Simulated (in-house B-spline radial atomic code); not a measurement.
Orbital energies and mean radii along the 27-electron series, configuration 1s2 2s2 2p6 3s2 3p6 3d3/2(4) 3d5/2(5). The effective charge is n√(-2ε), a non-relativistic measure. Computed with a radial B-spline atomic code at the basis-set limit: Dirac-Hartree-Fock, jj configuration that fills j = l - 1/2 first, finite nuclei.

```json
{"ion": "Pm34+", "Z": "61", "energy of 2s1/2 (Eh)": "-326.38", "mean radius of 2s1/2 (bohr)": "0.098063", "energy of 3d5/2 (Eh)": "-86.471", "mean radius of 3d5/2 (bohr)": "0.22785", "effective charge of 2s1/2": "51.098"}
{"ion": "Sm35+", "Z": "62", "energy of 2s1/2 (Eh)": "-340.5", "mean radius of 2s1/2 (bohr)": "0.096113", "energy of 3d5/2 (Eh)": "-90.982", "mean radius of 3d5/2 (bohr)": "0.2229", "effective charge of 2s1/2": "52.192"}
{"ion": "Eu36+", "Z": "63", "energy of 2s1/2 (Eh)": "-354.99", "mean radius of 2s1/2 (bohr)": "0.094222", "energy of 3d5/2 (Eh)": "-95.604", "mean radius of 3d5/2 (bohr)": "0.21816", "effective charge of 2s1/2": "53.291"}
{"ion": "Gd37+", "Z": "64", "energy of 2s1/2 (Eh)": "?", "mean radius of 2s1/2 (bohr)": "?", "energy of 3d5/2 (Eh)": "?", "mean radius of 3d5/2 (bohr)": "?", "effective charge of 2s1/2": "?"}
{"ion": "Tb38+", "Z": "65", "energy of 2s1/2 (Eh)": "-385.05", "mean radius of 2s1/2 (bohr)": "0.09061", "energy of 3d5/2 (Eh)": "-105.18", "mean radius of 3d5/2 (bohr)": "0.20926", "effective charge of 2s1/2": "55.502"}
{"ion": "Dy39+", "Z": "66", "energy of 2s1/2 (Eh)": "?", "mean radius of 2s1/2 (bohr)": "?", "energy of 3d5/2 (Eh)": "?", "mean radius of 3d5/2 (bohr)": "?", "effective charge of 2s1/2": "?"}
{"ion": "Ho40+", "Z": "67", "energy of 2s1/2 (Eh)": "-416.62", "mean radius of 2s1/2 (bohr)": "0.087207", "energy of 3d5/2 (Eh)": "-115.21", "mean radius of 3d5/2 (bohr)": "0.20105", "effective charge of 2s1/2": "57.732"}
{"ion": "Er41+", "Z": "68", "energy of 2s1/2 (Eh)": "-432.97", "mean radius of 2s1/2 (bohr)": "0.085578", "energy of 3d5/2 (Eh)": "-120.39", "mean radius of 3d5/2 (bohr)": "0.19719", "effective charge of 2s1/2": "58.854"}
{"ion": "Tm42+", "Z": "69", "energy of 2s1/2 (Eh)": "-449.72", "mean radius of 2s1/2 (bohr)": "0.083992", "energy of 3d5/2 (Eh)": "-125.68", "mean radius of 3d5/2 (bohr)": "0.19347", "effective charge of 2s1/2": "59.982"}
{"ion": "Yb43+", "Z": "70", "energy of 2s1/2 (Eh)": "?", "mean radius of 2s1/2 (bohr)": "?", "energy of 3d5/2 (Eh)": "?", "mean radius of 3d5/2 (bohr)": "?", "effective charge of 2s1/2": "?"}
{"ion": "Lu44+", "Z": "71", "energy of 2s1/2 (Eh)": "-484.42", "mean radius of 2s1/2 (bohr)": "0.08095", "energy of 3d5/2 (Eh)": "-136.6", "mean radius of 3d5/2 (bohr)": "0.18644", "effective charge of 2s1/2": "62.252"}
{"ion": "Hf45+", "Z": "72", "energy of 2s1/2 (Eh)": "-502.39", "mean radius of 2s1/2 (bohr)": "0.079488", "energy of 3d5/2 (Eh)": "-142.22", "mean radius of 3d5/2 (bohr)": "0.18311", "effective charge of 2s1/2": "63.396"}
{"ion": "Ta46+", "Z": "73", "energy of 2s1/2 (Eh)": "-520.77", "mean radius of 2s1/2 (bohr)": "0.078063", "energy of 3d5/2 (Eh)": "-147.96", "mean radius of 3d5/2 (bohr)": "0.17989", "effective charge of 2s1/2": "64.546"}
{"ion": "W47+", "Z": "74", "energy of 2s1/2 (Eh)": "-539.58", "mean radius of 2s1/2 (bohr)": "0.076674", "energy of 3d5/2 (Eh)": "-153.81", "mean radius of 3d5/2 (bohr)": "0.17679", "effective charge of 2s1/2": "65.701"}
```

Task: Fill in the row of Gd37+.

Result: energy of 2s1/2 (Eh): -369.84; mean radius of 2s1/2 (bohr): 0.092389; energy of 3d5/2 (Eh): -100.34; mean radius of 3d5/2 (bohr): 0.21361; effective charge of 2s1/2: 54.394.

Task: Fill in the row of Dy39+.

Result: energy of 2s1/2 (Eh): -400.64; mean radius of 2s1/2 (bohr): 0.088884; energy of 3d5/2 (Eh): -110.14; mean radius of 3d5/2 (bohr): 0.20507; effective charge of 2s1/2: 56.614.

Task: Fill in the row of Yb43+.

Result: energy of 2s1/2 (Eh): -466.87; mean radius of 2s1/2 (bohr): 0.082451; energy of 3d5/2 (Eh): -131.08; mean radius of 3d5/2 (bohr): 0.18989; effective charge of 2s1/2: 61.114.

Task: How does the screening of 2s1/2 change?

Result: Z less the effective charge goes from 9.90 at Z = 61 to 8.30 at Z = 74.
